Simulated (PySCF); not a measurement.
[Y(HCN)]3+: one run

[Y(HCN)]3+ (singlet). PySCF 2.14.0, RKS r2SCAN, Y def2-SVP with ECP28, N def2-SVP, C def2-SVP, H def2-SVP; non-relativistic Hamiltonian with scalar-relativistic core potentials where named; density fitting; no spin-orbit coupling. Purpose: level r2SCAN.

```python
mol = gto.M(atom='''
Y      0.00000    -0.00000    -0.51300
N      0.00000    -0.00000     1.65976
C     -0.00000    -0.00000     2.82722
H      0.00000     0.00000     3.94520''',
    basis={'Y': 'def2-SVP', 'N': 'def2-SVP', 'C': 'def2-SVP', 'H': 'def2-SVP'},
    ecp={'Y': 'def2-SVP'},
    charge=3, spin=0)
mf = dft.RKS(mol, xc='R2SCAN')
mf.grids.atom_grid = (75, 302)
mf = mf.density_fit()  # fitting sets: Y def2-universal-JKFIT, N def2-universal-JKFIT, C def2-universal-JKFIT, H def2-universal-JKFIT
mf.conv_tol = 1e-08; mf.max_cycle = 55
mf.kernel(dm0)  # dm0: converged density of the relaxed state
mf.nuc_grad_method().kernel()
```

Run from Python with OMP_NUM_THREADS=2; the lines above give its settings. Where DIIS fails, smearing, a level shift and second-order steps follow.
It took 8.5 s on 2 threads of Intel(R) Xeon(R) Processor @ 2.50GHz (Skylake/Cascade Lake), with other jobs on the host, from an already converged density.

Q: Where do the frontier levels lie, over both spins?

A: HOMO -26.30 eV, LUMO -20.77 eV. 

Q: What are the Mulliken charges and spins?

A: 
```json
{"atom": "Y1", "charge (e)": "2.427", "spin (e)": "0.000"}
{"atom": "N2", "charge (e)": "-0.143", "spin (e)": "0.000"}
{"atom": "C3", "charge (e)": "0.385", "spin (e)": "0.000"}
{"atom": "H4", "charge (e)": "0.331", "spin (e)": "0.000"}
```

Q: What forces act on the atoms (eV/Å)?

A: 
```
Y    0.00  0.00 -0.12
N    0.00  0.00 -0.35
C    0.00  0.00  0.48
H    0.00  0.00 -0.01
```
Forces carry noise of the integration grid, about 0.01 to 0.03 eV/Å.

The geometry was relaxed with PBE0 (Y def2-SVP with ECP28, N def2-SVP, C def2-SVP, H def2-SVP).
